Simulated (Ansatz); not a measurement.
Total energies of the cluster Nb₃Te₅ from Ansatz at PBE-D4/def2-SVP, gas phase (1 Eh = 27.2114 eV = 2625.5 kJ/mol). The reference geometry is relaxed at PBE-D4/def2-SVP.

```tsv
atom	x (Å)	y (Å)	z (Å)
Nb1	-1.238	2.120	-0.081
Nb2	-1.613	-0.128	-0.871
Nb3	0.682	0.279	0.348
Te4	1.404	2.795	-0.311
Te5	-1.764	0.247	1.861
Te6	0.776	-0.714	-2.264
Te7	1.750	-1.900	1.693
Te8	0.003	-2.698	-0.374
```

| state | geometry | energy (Eh) |
| --- | --- | --- |
| charge 0 doublet | reference | -1511.38887 |
| charge 0 quartet | relaxed at PBE-D4/def2-SVP | -1511.38377 |
| free Nb atom (sextet) | – | -56.82335 |
| free Te atom (triplet) | – | -267.96343 |

In the def2 sets Nb, Te take a core potential; there is no spin–orbit coupling.

Problem. Which of the charge 0 states is lowest, and how far above it are the others?

Solution. The doublet. quartet: -1511.38377 − (-1511.38887) = 0.00510 Eh = 13.4 kJ/mol. The quartet differs in its bonds from the reference.

Problem. What is the binding energy per atom against free atoms?

Solution. Atoms: 3 × (-56.82335) + 5 × (-267.96343) = -1510.28720 Eh. Binding: -1510.28720 − (-1511.38887) = 1.10167 Eh = 29.98 eV, or 3.75 eV for each of 8 atoms (no zero-point energy, no counterpoise term).

The structure comes from a short search, and lower isomers may exist.
